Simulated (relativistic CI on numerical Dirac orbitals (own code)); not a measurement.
## Line list: Forbidden lines, Eu13+

Calculated at this level of theory: Dirac-Coulomb-Breit CI, orbitals from a KLI potential per configuration, a model potential for QED, unscaled Slater integrals (own radial code, finite nucleus).

Configuration list (outside the closed core [Kr] 4d10): 4f2 5s2, 4f4, 4f3 5s, 4f2 5s 5p, 4f 5s2 5p, 4f3 5p, 4f 5s 5p2, 4f2 5s 5d, 4f3 5d, 4f 5s2 5d, 5s2 5p 5d, 4f2 5s 5f, 5s2 5p2, 5s 5p3, 5s 5p2 5d, 5s 5p2 5f, 4f2 5p2, 4f 5p3, 4f 5p2 5d, 5s2 5d2, 5s 5p 5d2, 5s 5d3, 5s 5d2 5f, 4f2 5d2, 4f 5p 5d2, 4f 5d3. Double excitations out of closed p, d and f shells are left out; levels of such configurations are missing from the list, as are those of other unlisted configurations, and high levels can miss mixing partners.

```csv
λ vac (nm),Lower,Upper,Type,A (s⁻¹),gf,Branching (%)
258.79,4f2 5s2 3H_5 [2],4f2 5s2 1I_6 [23],M1,6.45e+00,8.41e-08,50.4
267.94,4f3 5s 5I°_5 [8],4f3 5s 3K°_6 [35],M1,5.55e+00,7.76e-08,17.7
279.21,4f3 5s 5I°_6 [9],4f3 5s 3K°_7 [39],M1,8.24e+00,1.45e-07,10.5
283.85,4f3 5s 5I°_7 [11],4f3 5s 3K°_8 [42],M1,6.38e+00,1.31e-07,31.5
289.94,4f3 5s 5I°_6 [9],4f3 5s 3K°_6 [35],M1,2.65e+00,4.33e-08,8.5
301.32,4f2 5s2 3H_6 [4],4f2 5s2 1I_6 [23],M1,5.77e+00,1.02e-07,45.1
306.40,4f3 5s 5I°_7 [11],4f3 5s 3K°_7 [39],M1,6.89e+00,1.46e-07,8.7
314.23,4f3 5s 5I°_8 [12],4f3 5s 3K°_8 [42],M1,1.26e+01,3.18e-07,62.4
338.11,4f3 5s 3K°_7 [39],4f3 5s 1L°_8 [76],M1,4.90e+00,1.43e-07,45.8
380.60,4f2 5s2 3F_2 [3],4f2 5s2 1D_2 [14],M1,1.00e+01,1.09e-07,45.5
441.12,4f2 5s2 3F_3 [5],4f2 5s2 1D_2 [14],M1,1.19e+01,1.74e-07,54.3
463.34,4f3 5s 3I°_5 [13],4f3 5s 3K°_6 [35],M1,2.84e+00,1.19e-07,9.1
624.71,4f2 5s2 3H_5 [2],4f2 5s2 3F_4 [10],M1,1.76e+00,9.29e-08,17.5
699.73,4f2 5s2 3H_4 [1],4f2 5s2 1G_4 [6],M1,2.82e+00,1.86e-07,79.6
811.66,4f2 5s2 1D_2 [14],4f2 5s2 3P_2 [28],M1,7.99e+00,3.95e-07,46.6
1395.0,4f2 5s2 3F_3 [5],4f2 5s2 3F_4 [10],M1,3.85e+00,1.01e-06,38.1
1395.6,4f2 5s2 1G_4 [6],4f2 5s2 3F_4 [10],M1,3.29e+00,8.65e-07,32.6
1833.9,4f2 5s2 3H_5 [2],4f2 5s2 3H_6 [4],M1,3.62e+00,2.37e-06,100.0
1835.1,4f2 5s2 3H_4 [1],4f2 5s2 3H_5 [2],M1,4.09e+00,2.27e-06,100.0
3145.8,4f3 5s 5I°_6 [9],4f3 5s 5I°_7 [11],M1,2.14e+00,4.75e-06,72.4
```

Terms are leading LS components. Brackets give the number of a level in order of energy, since labels repeat. The list gives strong lines, with weight on those to low levels, among the lowest 200 of 3614 levels, so that lines to higher ones, which can be the strongest, are missing. Levels whose partners in the same complex of configurations lie outside the list can be far off, and so can their lines. Rates are taken at the computed energies, electric ones in the length gauge.

At this charge transitions that keep the count of f electrons are usually good to a few per cent. Terms inside the open d or f shell come out 10 to 20 % too wide with unscaled integrals. Levels and lines within the n = 5 or 6 shells can be off by up to 10 % or somewhat more, and those that change n by about 2 %, since core polarisation is missing. Levels that differ in their count of f electrons can be misplaced by several ten thousand cm⁻¹, since the correlation energy of f electrons is missing or only estimated; rates across such gaps can be off by orders of magnitude.

LS names give the leading component of a level, which can be under half, so a name can repeat, a term be missing and a line seem to break the LS rules.
